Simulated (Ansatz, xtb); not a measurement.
Noncovalent pair: CH4 (SMILES C) (first 5 atoms) with HI (SMILES I); geometry from B3LYP-D3(BJ)/def2-TZVP, rigid monomers moved along the line of their centres of mass till C1···H7 is 2.45 Å.
(charge 0, multiplicity 1):
```xyz
7

C     -0.1406    -0.0624    -0.1220
H     -0.9665     0.4336     0.3869
H     -0.2462     0.0772    -1.1969
H      0.8051     0.3694     0.2042
H     -0.1561    -1.1282     0.1040
I      0.2368    -0.5730     3.8884
H      0.1079    -0.3883     2.2892
```

Interaction energies are E(AB) − E(A) − E(B) at the monomers' geometry in the complex; basis-set methods are counterpoise corrected.

Frozen-core correlation. Filled d and f shells under p-block atoms count as core.

Run with Ansatz (Gaussian orbitals); xtb for the GFN methods.  In def2 rows elements past Kr take small-core potentials, without spin–orbit coupling.

Q: One of these levels gives -5.0 kJ/mol for the interaction energy. Which?
A) GFN2-xTB
B) HF/def2-TZVPPD
C) CCSD/def2-TZVPPD

A: A, GFN2-xTB. The others give 6.7 (HF/def2-TZVPPD), -0.1 (CCSD/def2-TZVPPD)

Ansatz is a quantum-chemistry and plane-wave program.
